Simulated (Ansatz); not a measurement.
ZrO4H4, relaxed as a singlet with RKS PBE-D4/def2-SVP in Ansatz, starting from the GFN2-xTB geometry. Force threshold 0.02 eV/Å.

In the def2 sets Zr takes a core potential; there is no spin–orbit coupling. The structure holds one bond between oxygen atoms, so isomers without such links may lie far lower. The structure comes from a short search, and lower isomers may exist.

Start:

```csv
atom,x (Å),y (Å),z (Å)
Zr1,-0.538,-0.315,0.134
O2,0.709,1.599,0.725
O3,0.147,1.358,-0.592
O4,-1.320,-1.113,-1.383
O5,1.045,-1.306,0.426
H6,-0.956,-1.788,-1.966
H7,1.893,-0.848,0.358
H8,0.674,2.573,0.781
H9,-1.655,-0.161,1.518
```

| step | energy (eV) | largest force component (eV/Å) | SCF passes |
| --- | --- | --- | --- |
| 1 | -9521.0006 | 1.513 | 28 |
| 2 | -9521.3204 | 2.085 | 38 |
| 3 | -9521.4781 | 1.428 | 39 |
| 4 | -9521.5424 | 0.877 | 31 |
| 5 | -9521.5845 | 0.644 | 31 |
| 6 | -9521.6265 | 0.406 | 37 |
| 7 | -9521.6291 | 0.464 | 38 |
| 8 | -9521.6569 | 0.273 | 37 |
| 9 | -9521.6577 | 0.270 | 25 |
| 10 | -9521.6682 | 0.358 | 30 |
| 11 (rejected) | -9521.6048 | 1.736 | 31 |
| 12 | -9521.6765 | 0.060 | 31 |
| 13 | -9521.6811 | 0.095 | 31 |
| 14 (rejected) | -9521.6738 | 0.676 | 39 |
| 15 (rejected) | -9521.6806 | 0.268 | 31 |
| 16 | -9521.6843 | 0.033 | 32 |
| 17 | -9521.6879 | 0.039 | 30 |
| 18 (rejected) | -9521.6857 | 0.595 | 30 |
| 19 | -9521.6893 | 0.046 | 32 |
| 20 | -9521.6908 | 0.123 | 32 |
| 21 | -9521.6913 | 0.127 | 32 |
| 22 | -9521.6917 | 0.073 | 31 |
| 23 | -9521.6919 | 0.022 | 33 |
| 24 | -9521.6920 | 0.011 | 34 |

Force components are those of the run's own axes.

End:

Cartesian coordinates in Å:
```
Zr -0.099 -0.211 0.023
O 0.509 1.922 0.617
O 0.348 1.599 -0.823
O -1.142 -1.118 -1.312
O 1.418 -1.233 0.630
H -1.638 -1.574 -2.005
H 2.194 -1.810 0.628
H -0.266 2.499 0.796
H -1.324 -0.075 1.446
```

By distances, no bond broke or formed. The bond that changes most is Zr1–O3, from 1.95 to 2.05 Å (atoms count from 1).

No frequencies were taken in this run, so the end may be a saddle point.

It took 31 s on 4 threads of Arm Neoverse V1 on a shared host.
